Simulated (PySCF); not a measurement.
Isomers of C4H6OSSi. Computed with TDDFT PBE0/def2-SVPD, vertical, gas phase, core orbitals frozen in the response (PySCF 2.14.0, density-fitted response routines). Geometries: GFN2-xTB; one conformer of each isolated species. Triplets are in the Tamm–Dancoff approximation. 'Strongest' means the level of largest summed f among the lowest 8 singlets; it needn't be the same kind of state in each.

Problem. Rank by computed energy of the strongest computed level, lowest first.
A. `C=C[SiH2]OC=C=S`
B. `O=C1CSC=C1[SiH3]`
C. `[SiH3]Oc1ccsc1`
D. `O=C[C@H]1[SiH2]C=CS1`

Solution. A (4.71 eV), D (4.98 eV), C (6.06 eV), B (6.38 eV).

```json
{"SMILES": "C=C[SiH2]OC=C=S", "strongest (eV)": "4.71", "LUMO (eV)": "-2.71", "T1 (eV)": "1.19", "f (strongest)": "0.04", "gap (eV)": "3.39", "α (au)": "100.8", "S1 mainly": "H→L (100%)"}
{"SMILES": "O=C[C@H]1[SiH2]C=CS1", "strongest (eV)": "4.98", "LUMO (eV)": "-1.11", "T1 (eV)": "3.48", "f (strongest)": "0.07", "gap (eV)": "5.63", "α (au)": "92.6", "S1 mainly": "H-1→L (65%)"}
{"SMILES": "[SiH3]Oc1ccsc1", "strongest (eV)": "6.06", "LUMO (eV)": "-0.39", "T1 (eV)": "3.76", "f (strongest)": "0.08", "gap (eV)": "6.16", "α (au)": "91.6", "S1 mainly": "H→L+1 (93%)"}
{"SMILES": "O=C1CSC=C1[SiH3]", "strongest (eV)": "6.38", "LUMO (eV)": "-1.90", "T1 (eV)": "2.93", "f (strongest)": "0.17", "gap (eV)": "5.04", "α (au)": "96.1", "S1 mainly": "H-1→L (97%)"}
```

H and L stand for HOMO and LUMO.
